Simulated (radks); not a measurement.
The numbers below are computed, except where a source is named.
Effect of the nuclear size on neutral krypton, [Kr]. Level of theory: Dirac Kohn-Sham, relativistic LDA (MacDonald-Vosko exchange, VWN5 correlation), spin-unpolarised, spherical densities, finite nucleus; Fermi nuclear charge, rms radius 4.1884 fm (a radial shooting solver on a logarithmic mesh with Libxc functionals). The rms radius is varied about that value; shifts are against it.

[
 {"rms radius (fm)": "3.5476", "total energy shift (eV)": "-0.176", "density at nucleus (e/bohr^3)": "4.956e+04", "1s1/2 shift (meV)": "-74.3", "2s1/2 shift (meV)": "-7.54", "3p1/2 shift (meV)": "0.109", "4s1/2 shift (meV)": "-0.138"},
 {"rms radius (fm)": "3.9622", "total energy shift (eV)": "-0.0651", "density at nucleus (e/bohr^3)": "4.913e+04", "1s1/2 shift (meV)": "-27.5", "2s1/2 shift (meV)": "-2.79", "3p1/2 shift (meV)": "0.040", "4s1/2 shift (meV)": "-0.051"},
 {"rms radius (fm)": "4.1884", "total energy shift (eV)": "0", "density at nucleus (e/bohr^3)": "4.891e+04", "1s1/2 shift (meV)": "0.000", "2s1/2 shift (meV)": "0.000", "3p1/2 shift (meV)": "0.000", "4s1/2 shift (meV)": "0.000"},
 {"rms radius (fm)": "4.335", "total energy shift (eV)": "0.0440", "density at nucleus (e/bohr^3)": "4.878e+04", "1s1/2 shift (meV)": "18.6", "2s1/2 shift (meV)": "1.89", "3p1/2 shift (meV)": "-0.027", "4s1/2 shift (meV)": "0.035"},
 {"rms radius (fm)": "4.9256", "total energy shift (eV)": "0.235", "density at nucleus (e/bohr^3)": "4.828e+04", "1s1/2 shift (meV)": "99.4", "2s1/2 shift (meV)": "10.1", "3p1/2 shift (meV)": "-0.146", "4s1/2 shift (meV)": "0.185"}
]

Slopes of the eigenvalues against <r^2> in GHz/fm^2, as finite differences over the two radii next to the reference (eigenvalue slopes, not the field-shift constants of lines): 1s1/2 3600, 2s1/2 366, 3p1/2 -5.28, 4s1/2 6.71.
